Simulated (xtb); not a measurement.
CI₂, SMILES I[C]I (connectivity only; charge and spin as stated), neutral, multiplicity 1. All values are semi-empirical tight-binding results from xtb (GFN2-xTB unless named), good for trends rather than for accurate numbers. The structure is a stationary point at GFN2-xTB.

Optimised geometry:

Bonded distances (Å): C1–I2 2.063, C1–I3 2.063. Bond angles (°): I2–C1–I3 115.9.
Charge 0, spin multiplicity 1.

Computed properties:
| Item | Result |
|---|---|
| point group as xtb finds it | C2v |
| orbital gap | 1.28 eV |
| zero-point energy | 2.0 kcal/mol |
| G − E(el) at 298.15 K (modified RRHO) | -16.6 kcal/mol |
| static polarisability (D4 model) | 75.6 bohr³ |
| solvation energy, GFN2-xTB/ALPB(water) | -2.3 kcal/mol |
| solvation energy, GFN2-xTB/ALPB(acetonitrile) | -6.4 kcal/mol |

Give the atomic charges and the Wiberg bond orders between heavy atoms. (Estimate from the structure and the level; the computed values follow.)

charges (e) C1 -0.04, I2 0.02, I3 0.02. Bond orders C1–I2 1.50, C1–I3 1.50.
